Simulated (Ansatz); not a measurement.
`Cl[CH2][GeH2][SeH]` + CH₄ → `[CH3][GeH2][SeH]` + `CCl`  (formal exchange of groups at a Ge–C bond)

Gas-phase electronic energies from Ansatz, PBE0-D4/def2-TZVP geometries. CBS: MP2 limit from def2 TZ/QZ plus the TZ coupled-cluster correction, frozen cores. This one scheme is used for every species. DFT in def2-TZVPP. For Ge, Se outer-core shells are correlated without core-valence functions, which leaves a few kJ/mol of doubt a bond. Scalar relativity is left out up to krypton. Each species was taken in one conformer, which may not be the lowest.

```json
{"level": "PBE-D4", "ΔE (kJ/mol)": "-3.1", "difference from CCSD(T)/CBS": "1.1"}
{"level": "r2SCAN-D4", "ΔE (kJ/mol)": "-4.6", "difference from CCSD(T)/CBS": "-0.4"}
{"level": "PBE0-D4", "ΔE (kJ/mol)": "-5.4", "difference from CCSD(T)/CBS": "-1.2"}
{"level": "ωB97X-V", "ΔE (kJ/mol)": "-6.0", "difference from CCSD(T)/CBS": "-1.8"}
{"level": "ωB97M-V", "ΔE (kJ/mol)": "-5.0", "difference from CCSD(T)/CBS": "-0.8"}
{"level": "B2PLYP", "ΔE (kJ/mol)": "-6.6", "difference from CCSD(T)/CBS": "-2.4"}
{"level": "r2SCAN", "ΔE (kJ/mol)": "-5.5", "difference from CCSD(T)/CBS": "-1.3"}
{"level": "PBE0", "ΔE (kJ/mol)": "-8.5", "difference from CCSD(T)/CBS": "-4.3"}
{"level": "HF/def2-TZVPP", "ΔE (kJ/mol)": "-14.5", "difference from CCSD(T)/CBS": "-10.3"}
{"level": "MP2/def2-TZVPP", "ΔE (kJ/mol)": "-3.2", "difference from CCSD(T)/CBS": "1.0"}
{"level": "CCSD/def2-TZVPP", "ΔE (kJ/mol)": "-7.0", "difference from CCSD(T)/CBS": "-2.8"}
{"level": "MP2/def2-QZVPP", "ΔE (kJ/mol)": "-2.9", "difference from CCSD(T)/CBS": "1.3"}
{"level": "SCS-MP2/def2-QZVPP", "ΔE (kJ/mol)": "-4.9", "difference from CCSD(T)/CBS": "-0.7"}
{"level": "HF/CBS(def2)", "ΔE (kJ/mol)": "-14.9", "difference from CCSD(T)/CBS": "-10.7"}
{"level": "MP2/CBS(def2)", "ΔE (kJ/mol)": "-2.3", "difference from CCSD(T)/CBS": "1.9"}
{"level": "CCSD/CBS(def2)", "ΔE (kJ/mol)": "-6.1", "difference from CCSD(T)/CBS": "-1.9"}
{"level": "CCSD(T)/CBS", "ΔE (kJ/mol)": "-4.2", "difference from CCSD(T)/CBS": "0"}
```

Largest T1 diagnostic among the species: 0.010.

In def2-TZVPP, CCSD(T) changes the Hartree–Fock value by +9.4 kJ/mol (the triples alone add +1.9 kJ/mol) and MP2 by +11.2 kJ/mol. The D4 term adds +5.4 kJ/mol with B3LYP and +3.0 kJ/mol with PBE0; it sums over pairs of atoms, weighted by their polarisabilities, and B3LYP, whose exchange is more repulsive, gets the larger term.

B3LYP here is the variant with VWN-RPA as its local correlation; programs differ in this.
